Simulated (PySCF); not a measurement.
**Orbital energies and ionisation energy**

FH7Si3.
Cartesian coordinates in Å at the PBE0-D3(BJ)/def2-SVP level; atoms count from 1:
```
atom  x, y, z in Å
F1    -0.1666   -2.1927   -0.7659
Si2    0.1244   -0.5799   -0.7593
Si3   -1.8701    0.5529   -0.2674
Si4    1.7833   -0.0978    0.8293
H5     0.6033   -0.1969   -2.1243
H6    -2.9261    0.2682   -1.2855
H7    -1.5781    2.0208   -0.2576
H8    -2.3652    0.1487    1.0837
H9     3.0678   -0.7913    0.5097
H10    2.0081    1.3819    0.8217
H11    1.3245   -0.5110    2.1904
```

Level: B3LYP/def2-SVPD (PySCF). Frontier orbitals with their largest atomic shares (Löwdin; up to four atoms above 4 %):

```csv
orbital,ε (eV),main atoms
HOMO−3,-9.79,"Si3 22 %, Si4 22 %, H8 17 %, H11 17 %"
HOMO−2,-9.76,"Si3 22 %, Si4 22 %, H7 14 %, H10 14 %"
HOMO−1,-8.69,"Si2 30 %, H5 21 %, Si4 13 %, Si3 13 %"
HOMO,-7.79,?
LUMO,-1.13,"Si2 34 %, Si4 17 %, Si3 17 %, F1 9 %"
LUMO+1,-0.47,"Si4 22 %, Si3 22 %, Si2 22 %, H9 8 %"
LUMO+2,0.00,"Si3 22 %, Si4 20 %, Si2 16 %, H5 7 %"
```

Problem. What vertical ionisation energy does ΔSCF give, and how far is −ε(HOMO) from it?

Solution. ΔSCF: 9.83 eV (949 kJ/mol; threshold wavelength 126 nm); ⟨S²⟩ of the doublet left behind is 0.755, against 0.75 for a pure doublet. −ε(HOMO) is 7.79 eV, 2.04 eV below it. For the exact functional −ε(HOMO) would equal the first vertical ionisation energy; B3LYP (global hybrid, 20 % exact exchange) falls short of its own ΔSCF value by 21 %. Holes in the HOMO−1 and HOMO−2 were tried too where these lie within 1.2 eV of the HOMO; the lowest converged state counts.

Problem. On which atoms does the HOMO lie?

Solution. Si2 (fluorine-bound silicon) 29 %, Si3 (SiH3 silicon) 21 %, Si4 (SiH3 silicon) 21 %, F1 (silicon-bound fluorine) 8 %, so no atom holds as much as 40 %. The HOMO−1 lies 0.90 eV lower.

Problem. With α = 91.0 au, estimate the like-pair dispersion coefficient by London's formula C6 = (3/4)α²I.

Solution. I = 0.3613 Eh, so C6 ≈ 2240 au, a rough estimate.

Problem. What total energies stand behind the ΔSCF value?

Solution. E(N) = -972.29337 Eh and E(N − 1) = -971.93203 Eh at the same geometry, 0.36134 Eh apart.

Problem. Shift the occupied levels rigidly so that −ε(HOMO) equals the ΔSCF value. What binding energies result?

Solution. The shift is +2.04 eV: HOMO 9.83, HOMO−1 10.73, HOMO−2 11.80, HOMO−3 11.83 eV. A rigid shift is only a rough guide to the deeper ionisations.

Problem. How many of the 10 lowest singlet excitations (vertical TDDFT, same level) lie below the ionisation energy?

Solution. All 10; they run from 5.66 to 7.76 eV.

Geometry: PBE0-D3(BJ)/def2-SVP; no solvent, vibrations or thermal averaging.
